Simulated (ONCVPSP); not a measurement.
# Varying the ONCV potential for Xe (Z = 54)

Base potential:

```
Element                 : xenon (Xe)
Generator               : ONCVPSP 4.0.1
Type                    : optimised norm-conserving Vanderbilt (ONCV)
Functional              : PBE
Relativity              : scalar-relativistic
Frozen core             : [Kr] 4d10
Valence charge          : 8
Reference configuration : 5s2 5p6
Partial waves           : 5s: rc 1.60 bohr, ncon 5, nbas 10, qcut 3.6 1/bohr, 1 projector; 5p: rc 1.95 bohr, ncon 4, nbas 8, qcut 5.1 1/bohr, 3 projectors, debl 0.6 Ha; d scattering state at 0.36 Ha: rc 2.15 bohr, ncon 4, nbas 8, qcut 4.3 1/bohr, 1 projector
Local potential         : polynomial inside 1.35 bohr (lpopt 5, dvloc0 1 Ha)
Core correction         : polynomial model core, fcfact 0.35
```

All-electron outer shells of the reference configuration (PBE, scalar-relativistic, ld1.x):

```
shell  level (eV)  outermost node (bohr)  outermost maximum (bohr)
   4p     -141.27                   0.36                      0.69
   4d      -59.38                   0.34                      0.75
   5s      -19.74                   0.85                      1.63
   5p       -8.23                   0.92                      1.91
```

Cutoffs, loose and tight: the cutoffs (Ha) at which the residual kinetic energy of the hardest occupied pseudo-wave falls to 1 and 0.1 mHa per electron. They do not see the model core or the augmentation charge, which bear on the density cutoff. Test errors are all-electron minus pseudo excitation energies from the reference, over the configurations 5s2 5p5; 5s2 5p4; 5s2 5p3; 5s2 5p5.5. A dash means not determined; rows that change the core or the reference have their own tests.

A true bound ghost makes a file unfit for plane-wave use even where its test errors are small: the radial tests pick states by their node count and pass the ghost by.

```csv
change,outcome,"cutoff, loose","cutoff, tight",bound ghosts,GHOST(+) flags above zero,largest test error (meV)
base,generated,18 Ha,54 Ha,"s, p",p,-52
d: qcut 6.2,generated,18 Ha,54 Ha,"s, p",p,-52
```

(1) What comes out with this change to the base: core [Ar] 3d10, valence charge 26; reference 4s2 4p6 4d10 5s2 5p6; waves now 4s+5s: rc 1.20 bohr, ncon 5, nbas 10, qcut 10.9 1/bohr, 2 projectors; 4p+5p: rc 1.45 bohr, ncon 4, nbas 8, qcut 12.1 1/bohr, 2 projectors; 4d: rc 1.15 bohr, ncon 4, nbas 8, qcut 10.7 1/bohr, 2 projectors, debl 0.7 Ha; f scattering state at 0.11 Ha: rc 1.45 bohr, ncon 3, nbas 6, qcut 8.5 1/bohr, 2 projectors, debl 1.3 Ha; local potential polynomial inside 1.10 bohr (lpopt 2, dvloc0 0 Ha)?

(2) What comes out with this change to the base: s: qcut 4.6; p: qcut 6.5; d: qcut 5.5?

Results:

(1) outcome: generated, projector energies reset by the program; cutoff, loose: 52 Ha; cutoff, tight: 76 Ha; bound ghosts: none; GHOST(+) flags above zero: none; largest test error (meV): -35.

(2) outcome: failed: ERROR pspot: first pseudo wave function has node, program will stop. Cause: the optimised pseudo-wave of the first projector has a node, so the radial equation cannot be inverted for a potential.
